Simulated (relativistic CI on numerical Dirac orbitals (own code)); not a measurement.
# Sensitivity of the levels of Yb XLI to α and to the nuclear radius

These numbers are calculated, not measured: Dirac-Coulomb-Breit CI, orbitals from a KLI potential per configuration, derivatives by finite differences, unscaled Slater integrals, QED left out (own radial code, finite nucleus).

Configuration list (outside the closed core [Ar] 3d10): 4s2, 4s.4p, 4p2, 4s.4d, 4d2, 4s.4f, 4p.4d, 4f2. Levels of other configurations are missing.

With x = (α/α₀)² − 1 an excitation energy changes as ω = ω₀ + qx; K = 2q/ω₀ is the relative enhancement. Terms are leading LS components, so labels can repeat. The field-shift factor is F = δν/δ⟨r²⟩ for the transition from the lowest level.

Lowest level 4s2 1S_0.

```csv
Level,ω₀ (cm⁻¹),q (cm⁻¹),F (GHz/fm²)
4s.4p 3P°_0,631511,95390,-1340
4s.4p 3P°_1,683446,111400,-1340
4s.4p 3P°_2,1229959,804700,-1420
4s.4p 1P°_1,1367713,799100,-1420
4p2 3P_0,1453392,211500,-2700
4p2 3P_1,2004779,911500,-2780
4p2 1D_2,2013805,909200,-2710
4s.4d 3D_1,2405303,846500,-1410
4s.4d 3D_2,2427625,884800,-1480
4s.4d 3D_3,2530908,975000,-1400
4p2 3P_2,2540700,1.262e+06,-2070
4p2 1S_0,2695575,1.613e+06,-2850
4s.4d 1D_2,2703514,1.301e+06,-2190
4p.4d 3F°_2,3068909,948600,-2770
4p.4d 3D°_1,3205201,960800,-2770
4p.4d 3F°_3,3262805,1.096e+06,-2750
4p.4d 3P°_2,3269227,1.083e+06,-2770
4s.4f 1F°_3,3687072,1.332e+06,-2170
4p.4d 3D°_2,3711989,1.544e+06,-2600
4s.4f 3F°_4,3738159,1.377e+06,-2090
4p.4d 3P°_0,3751532,1.66e+06,-2850
4p.4d 3P°_1,3760582,1.663e+06,-2850
4s.4f 3F°_2,3773063,1.092e+06,-1650
```

At this charge energies of transitions that change n are usually good to better than 1 %, and those within a shell (Δn = 0) to a few per cent.

Which transition from the lowest level has the largest |K|?

4s.4p 3P°_2 at 1229959 cm⁻¹, K = 1.31.
